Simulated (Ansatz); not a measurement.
Species: CH₄NO (charge +1, singlet). It need not be the lowest isomer of its formula. SMILES: C([NH3+])=O
Coordinates optimised at B3LYP-D3(BJ)/def2-TZVP (Ansatz, a first-principles code):
```xyz
7

N     -1.1103     0.1667    -0.1510
C      0.4571     0.3259    -0.0454
O      1.0813    -0.6051     0.2679
H     -1.3527    -0.8011     0.0899
H     -1.5926     0.8042     0.4931
H      0.7656     1.3468    -0.2946
H     -1.4409     0.3691    -1.1016
```
Charge +1, spin multiplicity 1.

Parts of the frozen-core correlation energy in cc-pVDZ (Ansatz, hartree). Frozen orbitals: 3; correlated occupied orbitals by spin: 9 and 9; virtual: 50 and 50. No spin-orbit coupling. No relativistic terms.

| term | value |
|---|---|
| reference (HF) | -169.25623 |
| MP2 opposite-spin | -0.36442 |
| MP2 same-spin | ? |
| CCSD correlation | ? |
| (T) | ? |
| T1 diagnostic | 0.015 |
| largest doubles amplitude | 0.117 |

Some entries are withheld; supply them.


- MP2 same-spin, value: -0.12245
- CCSD correlation, value: -0.50937
- (T), value: -0.01552
